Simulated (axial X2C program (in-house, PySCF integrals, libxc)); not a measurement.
# Nuclear properties of TiOH⁺

Computed with an axial X2C code built on PySCF integrals: two-component X2C with atomic mean-field Coulomb and Gaunt terms, Gaussian nuclei, basis Ti dyall-v3z, O dyall-av3z, H dyall-v3z with contracted cores.

Ti–O–H held linear, with bonds 1.720 and 0.964 Å (near the PBE0 minimum at charge 1 of the determinant lowest at the starting distance; the state shown can have its own minimum elsewhere, held linear; other orders of the atoms were not compared).

Determinant lowest in the PBE0 search, Ω = 1 (⟨Sz⟩ = -1.00, ⟨Lz⟩ = 2.00 at PBE0), spin on the atoms Ti -1.03, O 0.04, H -0.01:

```json
{"level": "PBE0", "Eeff magnitude (GV/cm)": "0.158", "Ws magnitude Ti (kHz)": "0.0558", "A∥/gI Ti (MHz)": "-209", "qzz Ti (a.u.)": "-0.84", "A∥/gI O (MHz)": "14.5", "qzz O (a.u.)": "1.00", "A∥/gI H (MHz)": "-1.83", "qzz H (a.u.)": "0.45"}
{"level": "HF", "Eeff magnitude (GV/cm)": "0.319", "Ws magnitude Ti (kHz)": "0.112", "A∥/gI Ti (MHz)": "-8.19", "qzz Ti (a.u.)": "-1.29", "A∥/gI O (MHz)": "30.8", "qzz O (a.u.)": "1.15", "A∥/gI H (MHz)": "-2.83", "qzz H (a.u.)": "0.45"}
{"level": "r2SCAN", "Eeff magnitude (GV/cm)": "0.128", "Ws magnitude Ti (kHz)": "0.0447", "A∥/gI Ti (MHz)": "-272", "qzz Ti (a.u.)": "-0.90", "A∥/gI O (MHz)": "17.6", "qzz O (a.u.)": "0.98", "A∥/gI H (MHz)": "-1.58", "qzz H (a.u.)": "0.45"}
```

Determinant 0.02 eV from it at PBE0 and this distance, Ω = 1 (⟨Sz⟩ = 1.00, ⟨Lz⟩ = 0.00 at PBE0), spin on the atoms Ti 1.04, O -0.04, H 0.00:

| level | Eeff magnitude (GV/cm) | Ws magnitude Ti (kHz) | A∥/gI Ti (MHz) | qzz Ti (a.u.) | A∥/gI O (MHz) | qzz O (a.u.) | A∥/gI H (MHz) | qzz H (a.u.) |
| --- | --- | --- | --- | --- | --- | --- | --- | --- |
| PBE0 | 0.0357 | 0.0139 | -296 | 0.87 | -12.2 | 1.08 | -0.334 | 0.46 |
| HF | 0.0595 | 0.0229 | -371 | 0.89 | -23.9 | 1.15 | -0.181 | 0.45 |
| r2SCAN | 0.0722 | 0.0282 | -316 | 0.84 | -17.5 | 1.08 | -1.01 | 0.46 |

Eeff is the effective electric field on the electron electric dipole moment in this Ω state and Ws the scalar–pseudoscalar constant of the nucleus named (defined with the proton number Z and per Ω); A∥ (defined per Ω) follows by multiplying with gI = μI/(I μN); qzz is the electric field gradient, eQq0 = 234.96 MHz × Q/barn × qzz. The operators were transformed with the bare-nucleus X2C matrices; with these basis sets, hyperfine constants and field gradients can be off by tens of per cent, and where levels differ in sign neither size nor sign is settled.

Task: With Q(47Ti) = 0.302 barn, Q(17O) = -0.02558 barn, gI(1H) = 5.5857 (g factors from the IAEA table of nuclear moments by Stone; Q from Pyykkö, Mol. Phys. 2018), turn the PBE0 values of the first state into constants in MHz.

Result: eQq0(47Ti) = 234.96 × (0.302) × (-0.84) = -59.6 MHz; eQq0(17O) = 234.96 × (-0.02558) × (1.00) = -6.01 MHz; A∥(1H) = -1.83 × 5.5857 = -10.2 MHz.

The molecule was held linear; bending was not examined, so a bent shape may lie lower.

Each state is one determinant with collinear spin, which with several unpaired electrons need not be a pure state. Unrestricted Hartree–Fock can overshoot spin polarisation at the nuclei. With several open shells hyperfine constants can be off by a factor of several. Where Eeff spreads by more than a factor of two the levels disagree and none is to be relied on. Open-shell Ω = 0 determinants with evenly filled partner blocks cannot be reached by this program, so the Ω shown need not be the lowest component. States lie within half an eV, so the first need not be the ground state. Where a field gradient or hyperfine factor spreads by more than a factor of two over the levels, a constant derived from it is not to be relied on. PBE0 term energies can be off by some tenths of an eV.
